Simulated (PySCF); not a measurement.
Sn(Me)(Cl)3 anion (CH3Cl3Sn), SMILES [Cl][Sn]([Cl])([Cl])[CH3] (connectivity only; charge and spin as stated), charge -1, multiplicity 2.

Coordinates come from a B3LYP-D3(BJ)/def2-SVPD optimisation. The spin state was assumed, not searched. The isomer is the one that the SMILES or the coordinates give; other isomers of the formula were not compared. The def2 effective core potentials stand for the cores of Sn; spin–orbit coupling is left out.

Two levels are set side by side: PBE/def2-SVPD (PySCF) and B3LYP/def2-SVPD (PySCF). Same geometry, gas phase. Differences are taken from unrounded values.

| quantity | PBE |
|---|---|
| α-spin orbital gap (eV) | 3.73 |
| β-spin orbital gap (eV) | 2.47 |
| mean polarisability (bohr³) | 134.6 |

Question: These are the PBE values. What does B3LYP give? (Estimate from the structure and the level; the computed values follow.)

Answer: 
| quantity | B3LYP | PBE minus B3LYP |
|---|---|---|
| α-spin orbital gap (eV) | 5.03 | -1.30 |
| β-spin orbital gap (eV) | 3.87 | -1.40 |
| mean polarisability (bohr³) | 130.1 | 4.5 |

Loosely held outer electrons make PBE densities more polarisable. Differences between two approximate levels are no errors against the true value.

Rough cost on one machine, each run with all the roots and properties that it gave: B3LYP against PBE within a factor of 2.
